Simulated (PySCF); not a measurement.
## Two-component Hartree-Fock for S⁴⁺ (sulfur, charge +4)

Start: [Ne] 3s2. Calculated with PySCF 2.14 in x2c-SVPall-2c (4s4p1d, 21 functions): generalised Hartree-Fock with the X2C-1e Hamiltonian and a Gaussian nucleus; one run each with spin-orbit coupling (SO) switched off, then screened by Boettger's factors.

```json
{"spinor shell": "1s1/2", "electrons": "2", "ε, spin-free (eV)": "-2573.0", "ε, screened SO (eV)": "-2573.0", "weight of nominal j (screened SO)": "1.000", "rms radius, screened SO (bohr)": "0.112"}
{"spinor shell": "2s1/2", "electrons": "2", "ε, spin-free (eV)": "-306.20", "ε, screened SO (eV)": "-306.20", "weight of nominal j (screened SO)": "1.000", "rms radius, screened SO (bohr)": "0.514"}
{"spinor shell": "2p1/2", "electrons": "2", "ε, spin-free (eV)": "-241.69", "ε, screened SO (eV)": "-242.58", "weight of nominal j (screened SO)": "1.000", "rms radius, screened SO (bohr)": "0.487"}
{"spinor shell": "2p3/2", "electrons": "4", "ε, spin-free (eV)": "-241.69", "ε, screened SO (eV)": "-241.24", "weight of nominal j (screened SO)": "1.000", "rms radius, screened SO (bohr)": "0.489"}
{"spinor shell": "3s1/2", "electrons": "2", "ε, spin-free (eV)": "-70.836", "ε, screened SO (eV)": "-70.836", "weight of nominal j (screened SO)": "1.000", "rms radius, screened SO (bohr)": "1.60"}
```

```
   quantity   spin-free  screened SO
E (hartree)  -394.29984   -394.30018
        M_J           0            0
       ⟨J²⟩       0.000        0.000
       ⟨L²⟩       0.000        0.000
       ⟨S²⟩       0.000        0.000
```

Without spin-orbit coupling the j labels of p, d and f shells carry no meaning; the spin-free column gives the mean over the occupied spinors of each nl shell.
